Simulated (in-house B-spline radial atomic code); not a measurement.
Results of a calculation; reference values are marked as such.
**Ag in an electron gas of r_s = 1.8: phase shifts, screening and friction**

A nucleus sits in a uniform electron gas with a rigid positive background. The Kohn-Sham equations are solved self-consistently in the spin-unpolarised LDA (PW92), non-relativistic, on B-splines with outgoing waves at the boundary and partial waves to l = 8. The model has no lattice, no bands and no magnetic solution. Atomic units; δ_l are the phase shifts at the Fermi level, counted so that each bound state adds π, and good to about 0.0005.

The density parameter is r_s = 1.8 bohr.

```csv
l,δ_l (rad)
0,12.2505
1,9.6960
2,6.2033
3,0.1579
4,0.0300
5,0.0063
6,0.0014
7,0.0002
8,0.0000
```

Bound levels below the band bottom (hartree): p -19.68, d -12.97, s -2.892, p -1.76, s -0.0001971 and deeper ones.

(1) Check the Friedel sum rule, and say where the screening charge sits.

(2) Find the transport cross section and the electronic stopping of a 5 keV Ag ion (mass 107.87 u).

## Answers

(1) k_F = (9π/4)^(1/3)/r_s = 1.06620. The rule is Z = (2/π) Σ (2l + 1) δ_l. The terms are s 7.799, p 18.518, d 19.746, f 0.704 and 0.230 beyond, in all 46.996 against Z = 47. Bound states hold 10 s, 18 p, 10 d electrons, so the scattering states carry 9.00 in all; where a term is smaller than its bound count, the bound level has drawn weight out of the band.

(2) σ_tr = (4π/k_F²) Σ (l + 1) sin²(δ_l − δ_(l+1)). The terms for l = 0 to 3 are 0.3069, 0.2366, 0.1665, 0.0651, all together 0.7779, so σ_tr = 11.054 × 0.7779 = 8.600 bohr². With n = 3/(4π r_s³) = 0.04093, the friction coefficient is Q = n k_F σ_tr = 0.3753. For v well below v_F = 1.066, dE/dx = Q v; with 24801 eV per u at v = 1, v = √(5000/(24801 × 107.87)) = 0.0432, so dE/dx = 0.01623 hartree/bohr = 8.34 eV/nm. The largest term couples the s and p waves.
